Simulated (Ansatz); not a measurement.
Consider the atomization: `C=[C](C)[AlH][CH3]` → Al• + 4 C• + 9 H•.

Calculated with Ansatz (gas phase, PBE0-D4/def2-TZVP geometries, no zero-point term in ΔE). CCSD(T)/CBS is the MP2 limit (def2-TZVPP, def2-QZVPP) plus CCSD(T) − MP2 in def2-TZVPP, frozen cores. This one scheme is used for every species, atoms too. No spin–orbit coupling; open shells (•) take unrestricted orbitals. Spin–orbit coupling would lower the free atoms: a little for Al, C. One conformer a species, not always the lowest.

```json
{"species": "`C=[C](C)[AlH][CH3]`", "SCS-MP2/def2-TZVPP energy (Eh)": "-399.44601"}
{"species": "Al•", "SCS-MP2/def2-TZVPP energy (Eh)": "-241.91496"}
{"species": "C•", "SCS-MP2/def2-TZVPP energy (Eh)": "-37.76105"}
{"species": "H•", "SCS-MP2/def2-TZVPP energy (Eh)": "-0.49981"}
```

Q: Work out ΔE.

A: ΔE = 9 × (-0.49981) + 4 × (-37.76105) + (-241.91496) − (-399.44601) = 1.98856 Eh = +54.11 eV. CCSD(T)/CBS gives +54.90 eV.

Largest T1 diagnostic among the species: 0.018.

The D4 term adds +0.43 eV with B3LYP and +0.23 eV with PBE0; it sums over pairs of atoms, weighted by their polarisabilities, and B3LYP, whose exchange is more repulsive, gets the larger term. In def2-TZVPP, CCSD(T) changes the Hartree–Fock value by +12.02 eV (the triples alone add +0.67 eV) and MP2 by +12.51 eV; breaking electron pairs costs correlation energy, which Hartree–Fock lacks.

B3LYP here is the variant with VWN-RPA as its local correlation; programs differ in this.

For atomizations the MP2-based limit and the directly extrapolated one differ by several kJ/mol either way, and by 10 to 25 for some Ge, Se and Sn compounds, so smaller differences from it don't rank the levels.
